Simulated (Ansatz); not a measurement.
Reactions of C₃H₅NO, SMILES `COC#CN`.

Computed with Ansatz on PBE0-D4/def2-TZVP structures; ΔE is electronic, products minus reactants. CBS: MP2 limit from def2 TZ/QZ plus the TZ coupled-cluster correction, frozen cores. DFT in def2-TZVPP. Each species was taken in one conformer, which may not be the lowest.

| reaction | HF/CBS(def2) (kJ/mol) | PBE0-D4 (kJ/mol) | CCSD/CBS(def2) (kJ/mol) | PBE-D4 (kJ/mol) | CCSD(T)/CBS(def2) (kJ/mol) |
| --- | --- | --- | --- | --- | --- |
| `COC#CN` → `N=CC1CO1` | -92 | -108 | -106 | -107 | -109 |
| `COC#CN` + `CCC(C)(C)CC` → `CCC(C)(C)C(C)C` + `NC#CO` | -13 | -37 | -38 | -34 | -40 |
| `COC#CN` → `CC(=N)C=O` | -203 | -199 | -205 | -202 | -209 |
| `COC#CN` → `CC(N)=C=O` | -154 | -171 | -160 | -177 | -165 |
| `COC#CN` → `NC1=COC1` | -43 | -82 | -71 | -81 | -75 |
| `COC#CN` + `CB(O)S` → `COB(C)S` + `NC#CO` | 13 | 7 | 7 | 7 | 6 |

Largest T1 diagnostic: 0.015, for `CC(N)=C=O`.
